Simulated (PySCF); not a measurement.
Al(Vi)2(OMe), SMILES C=[CH][Al]([CH]=C)[O]C (C5H9AlO) (GFN2-xTB optimised geometry):

```
16

Al    -0.275     0.522     0.000
C     -1.248    -1.215    -0.003
C     -0.592    -2.373    -0.015
H     -2.337    -1.260     0.003
H     -1.083    -3.339    -0.017
H      0.489    -2.400    -0.022
C     -1.201     2.280     0.000
C     -2.527     2.389    -0.005
H     -0.624     3.209     0.000
H     -3.047     3.339    -0.007
H     -3.164     1.516    -0.005
O      1.375     0.522     0.000
C      2.771     0.498     0.000
H      3.164     1.474     0.297
H      3.135    -0.256     0.703
H      3.142     0.258    -0.999
```

Computed with PySCF 2.14.0 with CAM-B3LYP/def2-TZVP.

Task: What are the frontier orbital energies and the dipole moment?

Result: HOMO-2 -9.16 eV, HOMO-1 -9.03 eV, HOMO -8.69 eV, LUMO 0.02 eV, LUMO+1 1.25 eV; dipole moment 0.69 D.

Meta-Löwdin charges at CAM-B3LYP/def2-TZVP: Al1 0.93, C2 -0.39, C3 -0.21, H4 0.11, H5 0.11, H6 0.11, C7 -0.39, C8 -0.21, H9 0.11, H10 0.11, H11 0.11, O12 -0.63, C13 -0.09, H14 0.11, H15 0.11, H16 0.11.
